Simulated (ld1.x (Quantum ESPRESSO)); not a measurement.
**BLYP PAW dataset for Cd, scalar-relativistic all-electron reference.**

ld1.x (Quantum ESPRESSO) 7.5 input, shortened:

```
&input
   title='Cd', zed=48., rel=1, dft='BLYP', iswitch=3,
   config='[Kr] 4d10 5s2 5p0'
 /
 &inputp
   pseudotype=3, lpaw=.true., tm=.true., lloc=-2, rcloc=1.25,
   nlcc=.true., new_core_ps=.true., rcore=0.75,
   which_augfun='PSQ', rmatch_augfun_nc=.true.
 /
6
5S  1  0   2.00   0.00  2.00  2.60  0.0
5S  1  0   0.00   0.15  2.00  2.60  0.0
5P  2  1   0.00   0.00  2.75  3.70  0.0
5P  2  1   0.00   0.50  2.75  3.70  0.0
4D  3  2  10.00   0.00  1.20  1.55  0.0
4D  3  2   0.00   0.90  1.20  1.55  0.0
 &test
   configts(1)='4d10 5s2 5p0'
 /
```

All-electron outer shells of the reference configuration (BLYP, scalar-relativistic, ld1.x):

```tsv
shell	level (eV)	outermost node (bohr)	outermost maximum (bohr)
4s	-105.74	0.43	0.79
4p	-66.78	0.43	0.84
4d	-11.57	0.42	0.98
5s	-5.65	1.07	2.32
5p	-1.19	1.20	3.37
```

Question: Does the generator finish with these settings?

Answer: No. ld1.x (Quantum ESPRESSO) 7.5 stopped with "new_paw_hamiltonian: negative rho": the spherical valence density built from the smooth waves and the augmentation charge turned negative at some radius.
